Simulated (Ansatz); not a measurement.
`C[Si](F)(F)I` → `[CH3]`• + `F[Si](F)I`• at 298.15 K and 1 bar (homolysis of the C–Si bond).

Computed with Ansatz on PBE0-D4/def2-TZVP structures; ΔE is electronic, products minus reactants. CBS: MP2 limit from def2 TZ/QZ plus the TZ coupled-cluster correction, frozen cores. This one scheme is used for every species. Open shells (•) are unrestricted, without spin–orbit coupling. Elements past krypton have def2 core potentials. For I outer-core shells are correlated without core-valence functions, which leaves a few kJ/mol of doubt a bond.

```csv
species,CCSD(T)/CBS energy (Eh),H − E (kJ/mol),S (J/(mol·K))
`C[Si](F)(F)I`,-826.16288,136.3,357.0
`[CH3]`•,-39.78218,88.7,194.6
`F[Si](F)I`•,-786.21988,32.4,326.2
```

H − E and S are ideal-gas, rigid-rotor, harmonic terms from PBE0-D4/def2-TZVP, with the whole ground term of open shells counted as degenerate. 1 Eh = 2625.50 kJ/mol, R = 8.31446 J/(mol·K).

Task: By hand: ΔE, ΔH, ΔS and ΔG.

Result: ΔE = (-39.78218) + (-786.21988) − (-826.16288) = 0.16082 Eh = 422.2 kJ/mol. Δ(H − E) = 88.7 + 32.4 − 136.3 = -15.2, so ΔH = 407.0 kJ/mol. ΔS = 194.6 + 326.2 − 357.0 = 163.8 J/(mol·K). ΔG = 407.0 − 298.15 × (163.8)/1000 = 358.2 kJ/mol.

Task: By hand: the equilibrium constant, and the temperature at which ΔG would vanish if ΔH and ΔS stayed fixed.

Result: log₁₀ K = −ΔG/(RT ln 10) = -62.8. ΔG = 0 at ΔH/ΔS = 2485 K.

The number of gas molecules changes by +1, which sets the sign of ΔS. A doubt of 5 kJ/mol in ΔE shifts log₁₀ K by 0.9 here. These are equilibria of isolated gas molecules and say nothing of rates. Largest T1 diagnostic: 0.013 (customary marks: 0.02 for closed shells, 0.045 for open ones).
